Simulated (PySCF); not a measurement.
Can point charges reproduce the dipole moment of `[SiH3]CC#CC(Cl)(Cl)Cl`?

Coordinates (GFN2-xTB, Å) and charges (e) from the PBE0/pcSseg-1 density (PySCF):

| atom | x | y | z | Mulliken | IAO | Hirshfeld | ESP-fitted |
| --- | --- | --- | --- | --- | --- | --- | --- |
| Si1 | -2.362 | 0.317 | 0.344 | +0.5323 | +0.6369 | +0.3434 | +0.4516 |
| C2 | -0.959 | 0.787 | -0.883 | -0.4831 | -0.5517 | -0.1320 | -0.3375 |
| C3 | 0.292 | 0.234 | -0.468 | -0.0250 | +0.0317 | -0.0059 | -0.0134 |
| C4 | 1.324 | -0.250 | -0.084 | +0.3289 | -0.1077 | -0.1047 | +0.1344 |
| C5 | 2.555 | -0.816 | 0.360 | -0.6348 | +0.0323 | +0.1005 | -0.5309 |
| Cl6 | 2.313 | -1.739 | 1.878 | +0.0379 | -0.0322 | -0.0450 | +0.0856 |
| Cl7 | 3.220 | -1.933 | -0.871 | +0.0417 | -0.0267 | -0.0415 | +0.0880 |
| Cl8 | 3.766 | 0.463 | 0.673 | +0.0416 | -0.0267 | -0.0415 | +0.0891 |
| H9 | -2.481 | -1.138 | 0.379 | -0.0620 | -0.1059 | -0.0664 | -0.0852 |
| H10 | -2.028 | 0.857 | 1.660 | -0.0621 | -0.1060 | -0.0665 | -0.0847 |
| H11 | -3.585 | 0.931 | -0.179 | -0.0827 | -0.1154 | -0.0720 | -0.1127 |
| H12 | -1.196 | 0.417 | -1.881 | +0.1837 | +0.1857 | +0.0659 | +0.1591 |
| H13 | -0.863 | 1.872 | -0.946 | +0.1837 | +0.1857 | +0.0659 | +0.1567 |

Q: Compute μ = Σ q r for each scheme (1 e·Å = 4.803 D) and compare with the dipole of the full density.

A: The full density gives (-3.04, 1.30, -0.94) D, 3.44 D in size; dipole vectors point from the negative to the positive end.

```tsv
scheme	μx	μy	μz	size (D)	share of the full size (%)	angle to the full dipole (°)
Mulliken	-6.78	2.17	-0.97	7.18	209	10
IAO	-3.74	1.05	-0.31	3.89	113	14
Hirshfeld	-2.59	0.91	-0.49	2.79	81	7
ESP-fitted	-3.11	1.32	-0.96	3.51	102	0
```

Q: Which set comes closest?

A: Length of the difference vector: ESP-fitted 0.07 D, Hirshfeld 0.74 D, IAO 0.97 D, Mulliken 3.84 D. Closest: ESP-fitted. ESP charges are fitted to the potential around the molecule, whose slowest-falling term is the dipole's. The schemes that divide the density aren't constrained to reproduce the dipole.

Q: What is left for the Hirshfeld atoms' own dipoles?

A: The shares of the density sum to the whole, so what Σ q r misses lies in dipoles about the nuclei. The atomic dipoles sum to (-3.04, 1.30, -0.94) − (-2.59, 0.91, -0.49) = (-0.45, 0.39, -0.45) D, 0.74 D in size.

Q: With the origin at the mean of the coordinates, (0.000, 0.000, -0.001) Å, which are the largest single terms, by size, of the Hirshfeld dipole along the direction of the full one?

A: Si1 +3.49, C5 -1.29, H11 -1.24, C2 -0.88, Cl6 +0.70 D; all 13 atoms together +2.77 D. The single terms depend on the origin, their sum doesn't.

Q: Give the size of the full dipole in other units.

A: 3.44 D = 1.353 au = 0.716 e·Å = 11.47 × 10⁻³⁰ C·m.

Geometry: GFN2-xTB; no solvent, vibrations or thermal averaging.
